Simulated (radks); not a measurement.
Species: N2+. Configuration: [He] 2s1 2p1 3d1 (not the ground configuration). All-electron calculation, non-relativistic Kohn-Sham, AM05, spin-unpolarised, spherical densities, point nucleus. Program: a radial shooting solver on a logarithmic mesh with Libxc functionals.

Local quantities along the radius. ELF = 1/(1 + alpha^2) is the electron localisation function; alpha = (tau - tau_W)/tau_unif compares the Pauli kinetic energy density with that of the uniform gas; 4 pi r^2 rho is in e/bohr; -r V(r) is the screened charge that the Kohn-Sham potential presents (atomic units); s = |grad rho|/(2 (3 pi^2)^(1/3) rho^(4/3)) is the reduced gradient.

| r (bohr) | ELF | alpha | 4 pi r^2 rho | -r V(r) | s |
|---|---|---|---|---|---|
| 0.01442 | 1.000 | 0.001519 | 0.4323 | 6.850 | 0.4113 |
| 0.01819 | 1.000 | 0.001633 | 0.6522 | 6.810 | 0.4183 |
| 0.02293 | 1.000 | 0.001789 | 0.9708 | 6.759 | 0.4272 |
| 0.02892 | 1.000 | 0.002010 | 1.420 | 6.694 | 0.4387 |
| 0.03677 | 1.000 | 0.002344 | 2.058 | 6.610 | 0.4541 |
| 0.04637 | 1.000 | 0.002833 | 2.865 | 6.509 | 0.4736 |
| 0.05848 | 1.000 | 0.003608 | 3.853 | 6.383 | 0.4993 |
| 0.07375 | 1.000 | 0.004909 | 4.963 | 6.232 | 0.5334 |
| 0.093 | 1.000 | 0.007268 | 6.060 | 6.054 | 0.5794 |
| 0.1173 | 1.000 | 0.01197 | 6.918 | 5.848 | 0.6426 |
| 0.1479 | 0.999 | 0.02249 | 7.268 | 5.619 | 0.7312 |
| 0.1865 | 0.998 | 0.04969 | 6.891 | 5.371 | 0.8575 |
| 0.2352 | 0.983 | 0.1325 | 5.773 | 5.105 | 1.038 |
| 0.2967 | 0.846 | 0.4270 | 4.208 | 4.821 | 1.276 |
| 0.3741 | 0.310 | 1.493 | 2.733 | 4.524 | 1.478 |
| 0.4718 | 0.070 | 3.634 | 1.838 | 4.219 | 1.272 |
| 0.5998 | 0.094 | 3.102 | 1.647 | 3.954 | 0.6652 |
| 0.7564 | 0.356 | 1.344 | 1.834 | 3.775 | 0.5208 |
| 0.954 | 0.605 | 0.8087 | 1.887 | 3.563 | 0.7110 |
| 1.203 | 0.537 | 0.9290 | 1.560 | 3.321 | 1.020 |
| 1.517 | 0.220 | 1.881 | 1.021 | 3.069 | 1.373 |
| 1.913 | 0.044 | 4.677 | 0.5959 | 2.848 | 1.505 |
| 2.413 | 0.021 | 6.901 | 0.4056 | 2.698 | 1.172 |
| 3.043 | 0.026 | 6.160 | 0.3298 | 2.657 | 1.114 |
| 3.838 | 0.025 | 6.212 | 0.2320 | 2.567 | 1.649 |
| 4.84 | 0.014 | 8.518 | 0.1119 | 2.442 | 2.832 |
| 6.104 | 0.004 | 16.54 | 0.03270 | 2.334 | 5.497 |
| 7.697 | 0.000 | 48.76 | 0.005121 | 2.241 | 12.75 |
| 9.707 | 0.000 | 241.4 | 0.0003686 | 2.161 | 37.53 |

On this mesh the ELF has minima near r = 0.53 bohr, which separate the shells, and maxima near 1.1 (0.61).

Self-consistent cycle (total energy in hartree, residual of the potential): 1: -50.887846, 1e+00; 2: -50.920223, 7e-01; 3: -50.942788, 2e-02; 4: -50.942840, 3e-03; 5: -50.942841, 3e-04; 6: -50.942841, 4e-05; 7: -50.942841, 6e-06; 8: -50.942841, 1e-06; 9: -50.942841, 4e-07; 10: -50.942841, 3e-08; 11: -50.942841, 9e-09; 12: -50.942841, 5e-10.
